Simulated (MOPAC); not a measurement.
MOPAC input (PM3):

```
PM3 1SCF UHF MS=0.5 GEO-OK AUX(PRECISION=9) THREADS=1
CH3Br2Ge

C    -2.34086100 1   -0.41343500 1    0.02446100 1
Ge   -0.48951500 1   -0.08654500 1   -0.61924600 1
Br    0.87005600 1   -1.78352100 1    0.27507100 1
Br    0.20645700 1    1.97373000 1    0.27453900 1
H    -2.67511000 1   -1.38250000 1   -0.34020800 1
H    -2.30636000 1   -0.40718800 1    1.11342300 1
H    -2.98682400 1    0.38240400 1   -0.34045700 1
```

Output:

```
 *******************************************************************************
 **                                                                           **
 **                              MOPAC v23.2.5                                **
 **                                                                           **
 *******************************************************************************
 ** MOPAC's Digital Object Identifier: https://doi.org/10.5281/zenodo.6511958 **
 **                                                                           **
 ** Please cite the open-source release paper for use of this MOPAC version:  **
 ** J. E. Moussa and J. J. P. Stewart (2026)                                  **
 ** MOPAC: An open-source semiempirical molecular orbital program             **
 ** J. Open Source Softw., 11(119), 8025, https://doi.org/10.21105/joss.08025 **
 *******************************************************************************

                              PM3 CALCULATION RESULTS

 *******************************************************************************
 *  PM3        - The PM3 Hamiltonian to be used
 *  GEO-OK     - OVERRIDE INTERATOMIC DISTANCE AND OTHER SAFETY CHECKS
 *  UHF        - UNRESTRICTED HARTREE-FOCK CALCULATION
 *  MS=        - IN MECI, MAGNETIC COMPONENT OF SPIN =  0.5
 *  1SCF       - DO 1 SCF AND THEN STOP
 *  AUX        - OUTPUT AUXILIARY INFORMATION
 *******************************************************************************
PM3 1SCF UHF MS=0.5 GEO-OK AUX(PRECISION=9) THREADS=1
 CH3Br2Ge

   ATOM   CHEMICAL          X               Y               Z
  NUMBER   SYMBOL      (ANGSTROMS)     (ANGSTROMS)     (ANGSTROMS)

     1       C         -2.34086100  *  -0.41343500  *   0.02446100  *
     2      Ge         -0.48951500  *  -0.08654500  *  -0.61924600  *
     3      Br          0.87005600  *  -1.78352100  *   0.27507100  *
     4      Br          0.20645700  *   1.97373000  *   0.27453900  *
     5       H         -2.67511000  *  -1.38250000  *  -0.34020800  *
     6       H         -2.30636000  *  -0.40718800  *   1.11342300  *
     7       H         -2.98682400  *   0.38240400  *  -0.34045700  *

          CARTESIAN COORDINATES

    NO.       ATOM           X           Y           Z

     1         C         -2.3409     -0.4134      0.0245
     2        Ge         -0.4895     -0.0865     -0.6192
     3        Br          0.8701     -1.7835      0.2751
     4        Br          0.2065      1.9737      0.2745
     5         H         -2.6751     -1.3825     -0.3402
     6         H         -2.3064     -0.4072      1.1134
     7         H         -2.9868      0.3824     -0.3405

  H: (PM3): J. J. P. STEWART, J. COMP. CHEM. 10, 209 (1989).
  C: (PM3): J. J. P. STEWART, J. COMP. CHEM. 10, 209 (1989).
 Ge: (PM3): J. J. P. STEWART, J. COMP. CHEM. 12, 320-341 (1991).
 Br: (PM3): J. J. P. STEWART, J. COMP. CHEM. 10, 209 (1989).

           Empirical Formula: C H3 Ge Br2  =     7 atoms

      MOLECULAR POINT GROUP   :   Cs

          UHF CALCULATION, NO. OF ALPHA ELECTRONS =   13
                           NO. OF BETA  ELECTRONS =   12

 -------------------------------------------------------------------------------
 PM3 1SCF UHF MS=0.5 GEO-OK AUX(PRECISION=9) THREADS=1
 CH3Br2Ge

     1SCF WAS SPECIFIED, SO BFGS WAS NOT USED
     SCF FIELD WAS ACHIEVED

                              PM3 CALCULATION
                                                       MOPAC v23.2.5 Linux

          FINAL HEAT OF FORMATION =        -28.49258 KCAL/MOL =    -119.21295 KJ/MOL

          COSMO AREA              =        142.44 SQUARE ANGSTROMS
          COSMO VOLUME            =        138.72 CUBIC ANGSTROMS

          IONIZATION POTENTIAL    =         10.640105 EV
          ALPHA SOMO LUMO (EV)    =        -10.640 -2.497
          BETA  SOMO LUMO (EV)    =        -11.507 -2.518
          NO. OF ALPHA ELECTRONS  =         13
          NO. OF BETA  ELECTRONS  =         12
          MOLECULAR WEIGHT        =        247.4327         POINT GROUP:  Cs

          MOLECULAR DIMENSIONS (Angstroms)

            Atom       Atom       Distance
            H     7   Br     3     4.46605
            H     5   Br     4     4.36481
           Ge     2    H     6     2.03179

          SCF CALCULATIONS        =          1

   ATOM   CHEMICAL          X               Y               Z
  NUMBER   SYMBOL      (ANGSTROMS)     (ANGSTROMS)     (ANGSTROMS)

     1       C         -2.34086100  *  -0.41343500  *   0.02446100  *
     2      Ge         -0.48951500  *  -0.08654500  *  -0.61924600  *
     3      Br          0.87005600  *  -1.78352100  *   0.27507100  *
     4      Br          0.20645700  *   1.97373000  *   0.27453900  *
     5       H         -2.67511000  *  -1.38250000  *  -0.34020800  *
     6       H         -2.30636000  *  -0.40718800  *   1.11342300  *
     7       H         -2.98682400  *   0.38240400  *  -0.34045700  *

                             CARTESIAN COORDINATES

   1    C       -2.340861000    -0.413435000     0.024461000
   2   Ge       -0.489515000    -0.086545000    -0.619246000
   3   Br        0.870056000    -1.783521000     0.275071000
   4   Br        0.206457000     1.973730000     0.274539000
   5    H       -2.675110000    -1.382500000    -0.340208000
   6    H       -2.306360000    -0.407188000     1.113423000
   7    H       -2.986824000     0.382404000    -0.340457000

           Empirical Formula: C H3 Ge Br2  =     7 atoms

      MOLECULAR POINT GROUP   :   Cs

          ALPHA EIGENVALUES
 -29.55571 -19.70895 -19.38637 -15.00244 -14.98975 -14.54102 -13.01906 -13.00330
 -12.51155 -11.86794 -11.69402 -11.55617 -10.64010  -2.49701  -2.07318   0.08355
   3.49913   3.71850   3.72482

           BETA EIGENVALUES
 -29.56223 -19.67083 -19.41159 -15.11447 -14.94341 -14.20952 -12.91372 -12.88076
 -12.01180 -11.81876 -11.67434 -11.50726  -2.51804  -2.04499  -1.79242  -0.20672
   3.50706   3.72810   3.75433

              NET ATOMIC CHARGES AND DIPOLE CONTRIBUTIONS

  ATOM NO.   TYPE          CHARGE      No. of ELECS.   s-Pop       p-Pop
    1          C          -0.213165        4.2132     1.16687     3.04630
    2         Ge           0.584027        3.4160     0.92549     2.49048
    3         Br          -0.295290        7.2953     1.90311     5.39218
    4         Br          -0.295290        7.2953     1.90311     5.39218
    5          H           0.071332        0.9287     0.92867
    6          H           0.077054        0.9229     0.92295
    7          H           0.071332        0.9287     0.92867
 DIPOLE           X         Y         Z       TOTAL
 POINT-CHG.    -3.297    -0.583    -2.363     4.098
 HYBRID         0.114     0.020     0.586     0.597
 SUM           -3.183    -0.562    -1.777     3.688

          ATOMIC ORBITAL ELECTRON POPULATIONS

     Atom    s        px        py        pz
    1  C   1.16687   0.98212   1.03213   1.03205
    2 Ge   0.92549   0.87976   0.69178   0.91895
    3 Br   1.90311   1.81074   1.68740   1.89403
    4 Br   1.90311   1.94191   1.55613   1.89413
    5  H   0.92867
    6  H   0.92295
    7  H   0.92867

                    (SZ)    =    0.500000
                    (S**2)  =    0.762201

          ATOMIC ORBITAL SPIN POPULATIONS

    Atom   Total    s     px     py     pz
         Atomic
    1  C -0.0004 -0.001  0.007 -0.001 -0.005
    2 Ge  0.9870  0.219  0.067  0.049  0.652
    3 Br -0.0025 -0.002 -0.010 -0.005  0.015
    4 Br -0.0025 -0.002 -0.004 -0.011  0.015
    5  H  0.0029  0.003
    6  H  0.0125  0.013
    7  H  0.0029  0.003

 **********************
 *                    *
 * JOB ENDED NORMALLY *
 *                    *
 **********************

 == MOPAC DONE ==
```

The geometry given is a B3LYP-D3(BJ)/def2-TZVP minimum.
